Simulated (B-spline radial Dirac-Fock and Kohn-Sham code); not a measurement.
These are calculated numbers from a radial B-spline solver; the model is ΔSCF Dirac-Fock with Breit, self-energy and vacuum polarisation, finite nucleus, configuration average. Free neutral atoms up to Cf, the lines Kα1, Kβ1, Lα1, Lβ1, Lβ2, Lγ1, Lℓ and Mα1 where both subshells are closed (so no Lα of most 3d metals and no Mα of most lanthanides); Na, Y were not searched.

Task: La Lα1 is computed at 4650.5 eV. Which of the searched lines of other elements lie within 68 eV and could overlap it in an energy-dispersive spectrum?

Result: Nd Lℓ at 4629.6 eV (-21); Cs Lβ1 at 4620.6 eV (-30).
